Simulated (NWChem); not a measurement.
System: BCl2F; SMILES FB(Cl)Cl

```xyz
4

B      0.0000     0.0000    -0.3489
F      0.0000     0.0000    -1.6596
Cl     1.5210     0.0000     0.5019
Cl    -1.5210     0.0000     0.5019
```
Atoms are numbered in this order, from 1.

Level: PBE0/def2-SVP (NWChem), optimised geometry, unscaled harmonic frequencies. 

### Question
List the harmonic frequencies with IR intensities, and the thermochemistry.

### Answer
| frequency (cm⁻¹) | IR intensity (km/mol) |
|---|---|
| 269 | 0.7 |
| 371 | 4.7 |
| 520 | 23.8 |
| 571 | 5.1 |
| 1027 | 479.4 |
| 1358 | 334.1 |

The zero-point energy comes out as 5.9 kcal/mol, the thermal correction to the enthalpy at 298.15 K (with zero-point energy) is 9.0 kcal/mol and the heat capacity Cv is 12.0 cal/(mol K). The entropy at 298.15 K and 1 atm (symmetry number 2) comes out as 68.5 cal/(mol K) and the dipole moment is 0.24 D.

Rigid rotor and harmonic oscillator.
